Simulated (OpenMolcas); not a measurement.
# Tc+: effect of the active space

```json
{
 "Program": "OpenMolcas 26.06",
 "Method": "CASSCF or its RAS form",
 "Basis": "ANO-RCC-VDZP",
 "Scalar Hamiltonian": "DKH2, point nucleus",
 "Spin-orbit coupling": "RASSI with atomic mean-field integrals over the reference wave functions, term energies averaged over their components"
}
```

A. 6 electrons in 6 orbitals (4d 5s); 2S+1 = 7 even, 1 root; 2S+1 = 5 even, 30 roots; 2S+1 = 3 even, 72 roots (67 in the spin-orbit step); 2S+1 = 1 even, 35 roots; cost of the order of 80 core-seconds
B. 6 electrons in 9 orbitals (RAS2 4d 5s; RAS3 5p, at most 2 electrons); 2S+1 = 7 even, 1 root; 2S+1 = 5 even, 35 roots kept (CI in the orbitals of an earlier block); 2S+1 = 3 even, 83 roots kept (CI in the orbitals of an earlier block); 2S+1 = 1 even, 80 roots kept (CI in the orbitals of an earlier block); 2S+1 = 7 odd, 3 roots; 2S+1 = 5 odd, 3 roots kept (CI in the orbitals of an earlier block); cost of the order of 2.3 core-minutes

Energies in eV above 4d⁵ 5s ⁷S₃.

| Level | A | B |
| --- | --- | --- |
| 4d⁵ 5s ⁷S₃ | 0.0000 | 0.0000 |
| 4d⁶ ⁵D₄ | 1.7919 | 2.1683 |
| 4d⁶ ⁵D₃ | 1.8950 | 2.2721 |
| 4d⁶ ⁵D₂ | 1.9594 | 2.3384 |
| 4d⁶ ⁵D₁ | 2.0013 | 2.3806 |
| 4d⁶ ⁵D₀ | 2.0217 | 2.4013 |
| 4d⁵ 5s ⁵S₂ | 2.2920 | 1.9986 |
| 4d⁵ 5s ⁵G₂ | 3.2946 | 3.2357 |
| 4d⁵ 5s ⁵G₃ | 3.3000 | 3.2437 |
| 4d⁵ 5s ⁵G₄ | 3.3062 | 3.2514 |
| 4d⁵ 5s ⁵G₅ | 3.3121 | 3.2554 |
| 4d⁵ 5s ⁵G₆ | 3.3157 | 3.2518 |
| 4d⁶ ³P₂ [64 %] | 3.4803 | 4.0639 |
| 4d⁶ ³H₆ | 3.4995 | 4.2863 |
| 4d⁶ ³H₅ | 3.5149 | 4.3755 |
| 4d⁶ ³F₃ [69 %] | 3.6475 | 4.4332 |
| 4d⁶ ³F₂ | 3.7136 | 4.4392 |
| 4d⁵ 5s ⁵P₃ | 3.7285 | 3.6051 |
| 4d⁵ 5s ⁵P₂ | 3.7351 | 3.6262 |
| 4d⁶ ³P₁ [69 %] | 3.7514 | 4.2618 |
| 4d⁵ 5s ⁵P₁ [70 %] | 3.7651 | 3.6568 |
| 4d⁶ ³P₀ | 3.7785 | 4.3406 |
| 4d⁵ 5s ⁵D₄ | 4.0406 | 3.9696 |
| 4d⁵ 5s ⁵D₀ | 4.0653 | 4.0072 |

The spin-orbit steps hold different terms of 4d⁵ 5s (A lacks among others ¹D, ¹F, ¹G, ¹H, ¹I), which shifts levels as well.

Between A and B the level of the table that moves most is 4d⁶ ³H₅, by 6900 cm-1 (lowest in A, highest in B).

Without dynamic correlation excited terms often stand tens of per cent too high (terms of higher spin than the ground term too low), and those without a measured partner can miss by more than the paired ones. Configurations are named by rounded mean occupations; where the s occupation lies near a half they are strongly mixed, a name can repeat and a true partner stay unpaired. A single d shell beside an s shell can misplace configurations of different d count against each other. Some high roots are left out of the spin-orbit mixing, which shifts the levels that they would mix with (holds for A). Terms from blocks run as CI alone lack orbitals of their own (holds for B). Levels of configurations outside the active space are missing. Levels that lie high or do not pair safely by name in every column are left out.

A share in square brackets marks a mixed level and gives the weight of the term that names it, the lowest over the columns.
